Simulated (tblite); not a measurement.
A geometry optimisation, step by step.

Compound: C5H9NO.
Atom-mapped SMILES: `[CH2:1]=[CH:2][C:3](=[O:4])[CH2:5][CH2:6][NH2:7]` (hydrogens: H8, H9 on C1; H10 on C2; H11, H12 on C5; H13, H14 on C6; H15, H16 on N7)

Computed with GFN2-xTB (tblite), gas phase: L-BFGS steps from a force-field or distance-geometry start until the largest atomic force falls under 0.01 eV/Å. 11 of its 92 geometries are shown.

Step 0: E = -604.1846 eV, largest atomic force 3.067 eV/Å
```
atom  x, y, z in Å  |  force x, y, z in eV/Å
C1     -3.137   -0.009    0.563   -1.182  -0.116   0.251
C2     -2.021    0.520    0.099    0.718   0.276  -0.139
C3     -0.764   -0.219    0.366   -1.287  -2.519   1.185
O4     -0.890   -1.288    0.996    0.946   1.694  -1.018
C5      0.552    0.287   -0.102   -0.573   1.075  -0.204
C6      1.690   -0.618    0.258    0.788  -0.772   0.650
N7      2.936   -0.048   -0.240    1.049   0.604   0.710
H8     -3.127   -0.955    1.119    0.045   0.569  -0.364
H9     -4.105    0.473    0.417    0.346  -0.233   0.078
H10    -1.992    1.458   -0.438    0.055  -0.073  -0.009
H11     0.539    0.480   -1.212   -0.097  -0.088   0.955
H12     0.690    1.258    0.446   -0.031  -0.402  -0.624
H13     1.570   -1.659   -0.144   -0.054   0.800   0.123
H14     1.799   -0.713    1.372   -0.476  -0.106  -0.807
H15     2.768    0.773   -0.839    0.121  -0.557   0.403
H16     3.484    0.269    0.592   -0.368  -0.150  -1.190
```

Step 9: E = -604.5021 eV, largest atomic force 0.247 eV/Å
```
atom  x, y, z in Å  |  force x, y, z in eV/Å
C1     -3.181    0.024    0.551    0.087  -0.070   0.010
C2     -2.014    0.486    0.112   -0.055   0.014   0.094
C3     -0.778   -0.290    0.411   -0.103  -0.032  -0.060
O4     -0.818   -1.346    1.003    0.007   0.145  -0.056
C5      0.527    0.315   -0.070   -0.089  -0.043   0.048
C6      1.716   -0.593    0.275   -0.039   0.099  -0.058
N7      2.989   -0.055   -0.201   -0.019   0.018  -0.003
H8     -3.157   -0.911    1.089   -0.165  -0.025   0.046
H9     -4.144    0.495    0.416    0.238   0.023  -0.063
H10    -1.931    1.417   -0.433    0.108  -0.064   0.005
H11     0.472    0.469   -1.155   -0.042  -0.045   0.108
H12     0.649    1.300    0.395   -0.039  -0.044   0.000
H13     1.558   -1.573   -0.197    0.017   0.117   0.024
H14     1.729   -0.753    1.359    0.088  -0.008  -0.120
H15     2.815    0.709   -0.846    0.077  -0.083  -0.080
H16     3.560    0.314    0.547   -0.070  -0.003   0.105
```

Step 18: E = -604.5467 eV, largest atomic force 0.176 eV/Å
```
atom  x, y, z in Å  |  force x, y, z in eV/Å
C1     -3.184    0.023    0.555   -0.011   0.001  -0.050
C2     -1.996    0.449    0.144   -0.015  -0.001   0.065
C3     -0.769   -0.327    0.449   -0.036   0.012  -0.093
O4     -0.795   -1.391    1.024    0.031   0.168  -0.043
C5      0.509    0.323   -0.047   -0.019  -0.021  -0.008
C6      1.723   -0.563    0.251   -0.052  -0.049   0.001
N7      3.014   -0.052   -0.181   -0.009   0.044   0.061
H8     -3.259   -0.905    1.103   -0.021   0.066  -0.012
H9     -4.093    0.564    0.354   -0.015  -0.034   0.027
H10    -1.885    1.372   -0.411    0.041  -0.087   0.054
H11     0.411    0.465   -1.130    0.003   0.018   0.038
H12     0.592    1.317    0.405    0.055  -0.070   0.044
H13     1.546   -1.519   -0.254    0.058  -0.058  -0.014
H14     1.761   -0.763    1.324   -0.014  -0.060  -0.018
H15     2.916    0.634   -0.921   -0.017  -0.076  -0.026
H16     3.502    0.382    0.591    0.021   0.148  -0.026
```

Step 27: E = -604.6043 eV, largest atomic force 0.272 eV/Å
```
atom  x, y, z in Å  |  force x, y, z in eV/Å
C1     -3.217    0.042    0.548    0.120   0.045  -0.047
C2     -1.998    0.427    0.175    0.074  -0.054   0.096
C3     -0.762   -0.351    0.475   -0.032  -0.028  -0.112
O4     -0.756   -1.402    1.076   -0.172   0.199  -0.068
C5      0.516    0.293   -0.044   -0.020  -0.005   0.130
C6      1.747   -0.594    0.219   -0.111  -0.059   0.059
N7      3.030   -0.009   -0.109    0.055   0.087  -0.035
H8     -3.383   -0.865    1.114    0.142   0.102  -0.130
H9     -4.093    0.623    0.296    0.092  -0.061   0.069
H10    -1.846    1.356   -0.369   -0.058  -0.184   0.048
H11     0.406    0.529   -1.113    0.022  -0.096   0.206
H12     0.634    1.238    0.497   -0.016   0.071  -0.061
H13     1.637   -1.530   -0.338    0.029   0.061  -0.121
H14     1.762   -0.865    1.277   -0.015   0.008   0.038
H15     3.003    0.429   -1.026    0.035  -0.045   0.094
H16     3.312    0.688    0.577   -0.145  -0.042  -0.166
```

Step 36: E = -604.6392 eV, largest atomic force 0.069 eV/Å
```
atom  x, y, z in Å  |  force x, y, z in eV/Å
C1     -3.200    0.051    0.537    0.038   0.030   0.020
C2     -1.984    0.440    0.172    0.034   0.011  -0.028
C3     -0.768   -0.349    0.489   -0.009  -0.020  -0.024
O4     -0.805   -1.396    1.090   -0.001   0.019  -0.006
C5      0.522    0.280   -0.002   -0.028   0.008  -0.021
C6      1.751   -0.615    0.224   -0.032   0.010   0.030
N7      3.021    0.012   -0.079    0.004   0.011  -0.042
H8     -3.341   -0.865    1.088    0.018   0.018  -0.019
H9     -4.074    0.637    0.306   -0.024  -0.062   0.018
H10    -1.839    1.357   -0.382    0.037   0.017   0.004
H11     0.418    0.515   -1.065   -0.040   0.005  -0.020
H12     0.648    1.232    0.528   -0.007  -0.027   0.019
H13     1.666   -1.511   -0.398   -0.025   0.033   0.055
H14     1.768   -0.928    1.270    0.018  -0.047   0.016
H15     3.031    0.333   -1.042    0.036   0.004   0.013
H16     3.179    0.817    0.519   -0.020  -0.008  -0.012
```

Step 46: E = -604.6423 eV, largest atomic force 0.016 eV/Å
```
atom  x, y, z in Å  |  force x, y, z in eV/Å
C1     -3.190    0.054    0.536    0.001   0.002   0.002
C2     -1.980    0.451    0.162    0.008  -0.002   0.007
C3     -0.772   -0.346    0.483    0.008  -0.004  -0.005
O4     -0.817   -1.393    1.085    0.001  -0.005  -0.006
C5      0.520    0.279   -0.001   -0.001   0.007  -0.006
C6      1.747   -0.616    0.228   -0.013   0.008   0.006
N7      3.017    0.011   -0.080   -0.003  -0.009   0.012
H8     -3.308   -0.867    1.083    0.008  -0.008   0.000
H9     -4.082    0.617    0.318   -0.004   0.006  -0.007
H10    -1.825    1.370   -0.386   -0.015   0.001   0.004
H11     0.414    0.517   -1.064    0.001   0.005  -0.004
H12     0.643    1.228    0.534    0.003  -0.004   0.005
H13     1.655   -1.515   -0.387    0.002   0.010   0.010
H14     1.770   -0.931    1.274   -0.002   0.003  -0.002
H15     3.034    0.328   -1.044    0.003  -0.008  -0.007
H16     3.167    0.820    0.515    0.003  -0.002  -0.010
```

Step 55: E = -604.6429 eV, largest atomic force 0.038 eV/Å
```
atom  x, y, z in Å  |  force x, y, z in eV/Å
C1     -3.187    0.051    0.538   -0.007  -0.003  -0.013
C2     -1.980    0.454    0.164    0.006  -0.004   0.000
C3     -0.771   -0.344    0.477    0.006  -0.002  -0.001
O4     -0.815   -1.397    1.068   -0.005  -0.008  -0.001
C5      0.519    0.286   -0.001    0.000   0.013   0.002
C6      1.744   -0.611    0.233   -0.015   0.005   0.001
N7      3.017    0.006   -0.077    0.005  -0.030   0.023
H8     -3.299   -0.874    1.081   -0.010  -0.004   0.001
H9     -4.080    0.611    0.319   -0.020   0.003   0.014
H10    -1.830    1.376   -0.380   -0.003   0.002   0.001
H11     0.414    0.529   -1.063    0.018   0.000   0.001
H12     0.639    1.231    0.540    0.007   0.010  -0.004
H13     1.649   -1.512   -0.379   -0.001  -0.002   0.010
H14     1.759   -0.921    1.280    0.019   0.003  -0.007
H15     3.043    0.300   -1.047    0.005   0.012  -0.023
H16     3.168    0.825    0.502   -0.006   0.005  -0.004
```

Step 64: E = -604.6437 eV, largest atomic force 0.015 eV/Å
```
atom  x, y, z in Å  |  force x, y, z in eV/Å
C1     -3.189    0.043    0.539    0.002   0.005   0.002
C2     -1.985    0.457    0.164    0.005   0.001  -0.001
C3     -0.771   -0.339    0.464    0.001  -0.004  -0.001
O4     -0.812   -1.403    1.036   -0.002  -0.007   0.002
C5      0.522    0.300    0.001   -0.002  -0.001   0.001
C6      1.740   -0.605    0.242   -0.003   0.001   0.000
N7      3.020   -0.006   -0.076   -0.002  -0.009   0.011
H8     -3.292   -0.887    1.074   -0.002  -0.001  -0.008
H9     -4.087    0.600    0.334    0.001   0.003   0.001
H10    -1.841    1.385   -0.371   -0.005   0.005   0.000
H11     0.429    0.546   -1.062    0.000  -0.004   0.001
H12     0.640    1.243    0.545   -0.004  -0.004   0.003
H13     1.634   -1.513   -0.357    0.003  -0.004  -0.001
H14     1.757   -0.904    1.293    0.008   0.009   0.002
H15     3.056    0.266   -1.053   -0.006   0.005  -0.013
H16     3.172    0.826    0.484    0.007   0.007   0.000
```

Step 73: E = -604.6440 eV, largest atomic force 0.018 eV/Å
```
atom  x, y, z in Å  |  force x, y, z in eV/Å
C1     -3.188    0.042    0.537   -0.002   0.007   0.006
C2     -1.986    0.460    0.163    0.001  -0.006  -0.002
C3     -0.772   -0.340    0.457   -0.002  -0.003   0.001
O4     -0.817   -1.409    1.020    0.005  -0.007  -0.002
C5      0.522    0.301    0.003   -0.005   0.000   0.001
C6      1.741   -0.602    0.249   -0.007   0.000   0.001
N7      3.021   -0.009   -0.082   -0.011   0.002   0.007
H8     -3.290   -0.895    1.061   -0.001   0.004  -0.002
H9     -4.088    0.602    0.344   -0.001   0.000  -0.009
H10    -1.845    1.393   -0.365    0.009  -0.001   0.011
H11     0.434    0.546   -1.060    0.004   0.004   0.003
H12     0.634    1.244    0.549    0.002   0.001  -0.004
H13     1.631   -1.515   -0.340    0.003  -0.007   0.002
H14     1.762   -0.889    1.303    0.007   0.004   0.004
H15     3.048    0.258   -1.060    0.004   0.009  -0.001
H16     3.185    0.823    0.475   -0.008  -0.006  -0.015
```

Step 82: E = -604.6449 eV, largest atomic force 0.032 eV/Å
```
atom  x, y, z in Å  |  force x, y, z in eV/Å
C1     -3.191    0.045    0.529   -0.001   0.004  -0.002
C2     -1.982    0.460    0.173    0.005  -0.010  -0.005
C3     -0.776   -0.358    0.444    0.008   0.014   0.028
O4     -0.826   -1.446    0.970    0.002   0.010  -0.022
C5      0.521    0.297    0.018    0.004  -0.002  -0.001
C6      1.747   -0.595    0.271    0.001   0.005  -0.001
N7      3.018   -0.004   -0.097    0.003  -0.012   0.016
H8     -3.309   -0.908    1.020    0.006   0.009  -0.002
H9     -4.081    0.624    0.350   -0.003  -0.004  -0.004
H10    -1.828    1.409   -0.322   -0.005  -0.008   0.013
H11     0.447    0.551   -1.045    0.002  -0.008   0.003
H12     0.618    1.238    0.571    0.001  -0.015  -0.007
H13     1.633   -1.526   -0.290   -0.004   0.006   0.007
H14     1.788   -0.851    1.333   -0.003   0.004  -0.007
H15     3.037    0.218   -1.087   -0.008   0.006  -0.019
H16     3.178    0.854    0.418   -0.007   0.000   0.005
```

Step 91: E = -604.6452 eV, largest atomic force 0.008 eV/Å
```
atom  x, y, z in Å  |  force x, y, z in eV/Å
C1     -3.191    0.044    0.526    0.001  -0.001  -0.001
C2     -1.981    0.463    0.178    0.001   0.002   0.004
C3     -0.775   -0.360    0.438   -0.003  -0.005   0.002
O4     -0.828   -1.459    0.940   -0.004   0.002   0.002
C5      0.523    0.299    0.023   -0.002  -0.003  -0.002
C6      1.748   -0.591    0.282    0.001  -0.001   0.001
N7      3.016   -0.007   -0.105   -0.002  -0.001   0.005
H8     -3.310   -0.914    1.005    0.001   0.002  -0.003
H9     -4.081    0.625    0.351    0.004  -0.003   0.000
H10    -1.825    1.419   -0.302   -0.002   0.000   0.004
H11     0.453    0.548   -1.041    0.002   0.005  -0.002
H12     0.615    1.240    0.575   -0.001   0.002  -0.008
H13     1.628   -1.530   -0.264   -0.002   0.001   0.002
H14     1.796   -0.831    1.347    0.003  -0.001  -0.003
H15     3.022    0.207   -1.097    0.000   0.000  -0.001
H16     3.180    0.857    0.401    0.002   0.001   0.001
```

**Question.** Summarise the path.

**Answer.** The energy falls by 0.4606 eV from step 0 to step 91; nine tenths of that is first reached at step 27. It falls at every step. The largest force goes from 3.067 to 0.008 eV/Å. Among the bonds C3=O4 changes most (a near tie, within 0.001 Å, with another), from 1.248 to 1.209 Å; the atoms move by 0.284 Å rms after alignment.

What follows is the cost of the whole relaxation. Time: 0.34 s wall. Hardware: one thread of an Arm Neoverse V2, on a shared host.
